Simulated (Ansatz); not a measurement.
C3H5F3O, SMILES `FCCOC(F)F`. The species carries charge 0 and has multiplicity 1.

| atom | x (Å) | y (Å) | z (Å) |
| --- | --- | --- | --- |
| F1 | 1.488 | -1.104 | -0.328 |
| C2 | 0.321 | -0.985 | -1.059 |
| C3 | -0.803 | -0.514 | -0.178 |
| O4 | -0.759 | 0.864 | 0.141 |
| C5 | 0.209 | 1.263 | 1.002 |
| F6 | 1.260 | 1.782 | 0.329 |
| F7 | -0.294 | 2.258 | 1.752 |
| H8 | 0.501 | -0.280 | -1.875 |
| H9 | 0.079 | -1.971 | -1.469 |
| H10 | -1.749 | -0.656 | -0.704 |
| H11 | -0.828 | -1.118 | 0.738 |
| H12 | 0.576 | 0.461 | 1.651 |

Question: What are the harmonic wavenumbers in cm⁻¹ at PBE0-D4/def2-TZVP (Ansatz, finite differences of forces, unscaled)? (Best estimate.)

Answer: Computed: 54, 59, 120, 291, 333, 455, 494, 553, 660, 876, 945, 1078, 1106, 1119, 1130, 1169, 1209, 1271, 1332, 1372, 1394, 1420, 1432, 1478, 1486, 3041, 3060, 3088, 3122, 3127.

Question: Is this a minimum?

Answer: Yes, all 30 modes are real.

Question: Give the ideal-gas thermochemistry at 298.15 K and 1 bar (rigid rotor, harmonic oscillator; point group C1, symmetry number 1).

Answer: Zero-point energy 228.9 kJ/mol; H(298) − E = 250.0 kJ/mol; entropy 359.4 J/(mol·K), of which translation 167.9, rotation 115.9, vibration 75.6; G(298) − E = 142.9 kJ/mol. Modes under 100 cm⁻¹ are hindered rotations or soft bends, so the harmonic entropy is rough.

Question: And at 400, 500, 600, 800 and 1000 K?

Answer: 
| T (K) | H − E (kJ/mol) | S (J/mol/K) | G − E (kJ/mol) |
| --- | --- | --- | --- |
| 400 | 262.0 | 393.9 | 104.5 |
| 500 | 276.2 | 425.5 | 63.5 |
| 600 | 292.5 | 455.1 | 19.4 |
| 800 | 329.8 | 508.5 | -77.1 |
| 1000 | 371.7 | 555.2 | -183.5 |
